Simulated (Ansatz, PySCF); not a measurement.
Potential energy curve for Be2, singlet.

UKS-PBE0 = unrestricted PBE0/aug-cc-pVTZ (Ansatz, a program for electronic structure); RKS-PBE0 = restricted PBE0/aug-cc-pVTZ run with Ansatz; UKS-PBE = unrestricted PBE/aug-cc-pVTZ run with Ansatz; RKS-PBE = Ansatz with restricted PBE/aug-cc-pVTZ; UKS-B3LYP/6-31G* = unrestricted B3LYP/6-31G*, spherical d run with PySCF; RKS-B3LYP/6-31G* = restricted B3LYP/6-31G*, spherical d run with PySCF; UKS-M06-2X/6-31G* = unrestricted M06-2X/6-31G*, spherical d (PySCF); RKS-M06-2X/6-31G* = PySCF with restricted M06-2X/6-31G*, spherical d; UKS-LDA (SVWN5)/6-31G* = unrestricted LDA (SVWN5)/6-31G*, spherical d run with PySCF; RKS-LDA (SVWN5)/6-31G* = restricted LDA (SVWN5)/6-31G*, spherical d (PySCF).

Scanned distances (Å): 1.89, 2.02, 2.15, 2.26, 2.38, 2.40, 2.52, 2.64, 2.67, 2.78, 2.91, 3.09, 3.43, 3.77, 4.15, 4.50, 5.11, 5.55, 6.19, 6.83, 7.43.

### Question
Where does the unrestricted solution first break spin symmetry (<S²> of 0.01 or more)?

### Answer
UKS-PBE0: already at 1.89 Å; UKS-PBE: already at 1.89 Å; UKS-B3LYP/6-31G*: already at 1.89 Å; UKS-M06-2X/6-31G*: already at 1.89 Å; UKS-LDA (SVWN5)/6-31G*: already at 1.89 Å.

```tsv
R / Å	<S²> UKS-PBE0	E(RKS-PBE0) − E(UKS-PBE0) / kJ/mol	<S²> UKS-PBE	E(RKS-PBE) − E(UKS-PBE) / kJ/mol	<S²> UKS-B3LYP/6-31G*	E(RKS-B3LYP/6-31G*) − E(UKS-B3LYP/6-31G*) / kJ/mol	<S²> UKS-M06-2X/6-31G*	E(RKS-M06-2X/6-31G*) − E(UKS-M06-2X/6-31G*) / kJ/mol	<S²> UKS-LDA (SVWN5)/6-31G*	E(RKS-LDA (SVWN5)/6-31G*) − E(UKS-LDA (SVWN5)/6-31G*) / kJ/mol
1.89	0.75	31.0	0.68	16.3	0.69	21.9	0.73	20.1	0.52	6.8
2.02	0.70	24.1	0.54	9.0	0.61	15.9	0.00	0.0	0.29	1.9
2.15	0.63	17.6	0.44	5.3	0.53	10.6	0.00	0.0	0.00	0.0
2.26	0.56	12.7	0.34	2.9	0.00	0.0	0.00	0.0	0.00	0.0
2.38	0.48	8.2	0.22	1.1	0.00	0.0	0.00	0.0	0.00	0.0
2.40	0.46	7.5	0.20	0.8	0.00	0.0	0.00	0.0	0.00	0.0
2.52	0.36	4.0	0.05	0.1	0.00	0.0	0.00	0.0	0.00	0.0
2.64	0.24	1.6	0.00	0.0	0.00	0.0	0.00	0.0	0.00	0.0
2.67	0.21	1.2	0.00	0.0	0.00	0.0	0.00	0.0	0.00	0.0
2.78	0.08	0.2	0.00	0.0	0.00	0.0	0.00	0.0	0.00	0.0
2.91	0.00	0.0	0.00	0.0	0.00	0.0	0.00	0.0	0.00	0.0
3.09	0.00	0.0	0.00	0.0	0.00	0.0	0.00	0.0	0.00	0.0
3.43	0.00	0.0	0.00	0.0	0.00	0.0	0.00	0.0	0.00	0.0
3.77	0.00	0.0	0.00	0.0	0.00	0.0	0.00	0.0	0.00	0.0
4.15	0.00	0.0	0.00	0.0	0.00	0.0	0.00	0.0	0.00	0.0
4.50	0.00	0.0	0.00	0.0	0.00	0.0	0.00	0.0	0.00	0.0
5.11	0.00	0.0	0.00	0.0	0.00	0.0	0.00	0.0	0.00	0.0
5.55	0.00	0.0	0.00	0.0	0.00	0.0	0.00	0.0	0.00	0.0
6.19	0.00	0.0	0.00	0.0	0.00	0.0	0.00	0.0	0.00	0.0
6.83	0.00	0.0	0.00	0.0	0.00	0.0	0.00	0.0	0.00	0.0
7.43	0.00	0.0	0.00	0.0	0.00	0.0	0.00	0.0	0.00	0.0
```
